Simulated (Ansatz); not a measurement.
One change: `C[SiH](F)CCl` becomes `C[SiH](F)F`.

Ansatz, PBE0-D4/def2-TZVP geometries, multiplicity 1. Each molecule was computed in one conformer, which needn't be the lowest.

```json
{"property": "LUMO energy (PBE/def2-TZVPP) / eV", "`C[SiH](F)CCl`": "-0.90"}
{"property": "size of the dipole moment (ωB97M-V/def2-TZVPP) / D", "`C[SiH](F)CCl`": "0.79"}
{"property": "HOMO energy (PBE0/def2-TZVPP) / eV", "`C[SiH](F)CCl`": "-8.21"}
{"property": "HOMO energy (PBE/def2-TZVPP) / eV", "`C[SiH](F)CCl`": "-6.84"}
{"property": "LUMO energy (B3LYP/def2-TZVPP) / eV", "`C[SiH](F)CCl`": "-0.12"}
{"property": "HOMO energy (ωB97M-V/def2-TZVPP) / eV", "`C[SiH](F)CCl`": "-10.46"}
```

Problem. Give the same properties after the change, and the shifts. (Best estimate.)

Solution. The calculation gave: 
| property | `C[SiH](F)F` | shift |
| --- | --- | --- |
| LUMO energy (PBE/def2-TZVPP) / eV | 0.14 | 1.04 |
| size of the dipole moment (ωB97M-V/def2-TZVPP) / D | 2.10 | 1.31 |
| HOMO energy (PBE0/def2-TZVPP) / eV | -9.37 | -1.16 |
| HOMO energy (PBE/def2-TZVPP) / eV | -7.91 | -1.07 |
| LUMO energy (B3LYP/def2-TZVPP) / eV | 0.78 | 0.90 |
| HOMO energy (ωB97M-V/def2-TZVPP) / eV | -11.64 | -1.18 |

With PBE0 the HOMO falls by 1.16 eV and the LUMO rises by 0.91 eV, so the gap widens by about 2.07 eV. PBE moves the HOMO by -1.07 eV and ωB97M-V by -1.18 eV. Dipoles are sizes alone; their direction can turn.

B3LYP here is the variant with VWN-RPA as its local correlation; programs differ in this.
